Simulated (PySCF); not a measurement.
A structure optimised at B3LYP-D3(BJ)/def2-SVP, used in a PySCF frequency run:

```xyz
11

Ti     0.0227    -0.0007     0.0336
O      1.6268    -0.5668    -0.5663
H      2.1046    -0.2702    -1.3496
O      0.1443     0.7490     1.6720
H      0.8676     0.7041     2.3084
N     -0.6937     1.2963    -1.1331
H     -0.5613     2.2977    -0.9989
H     -1.4215     1.1299    -1.8242
N     -1.1331    -1.4875     0.0091
H     -0.9249    -2.3638    -0.4662
H     -1.9460    -1.6014     0.6125
```
Charge 0, spin multiplicity 1.

### Question
Write its SMILES and formula.

### Answer
[NH2][Ti]([NH2])([OH])[OH], H₆N₂O₂Ti

### Question
What are its rotational constants (standard atomic weights)?

### Answer
3.1875, 3.0964, 3.0501 GHz
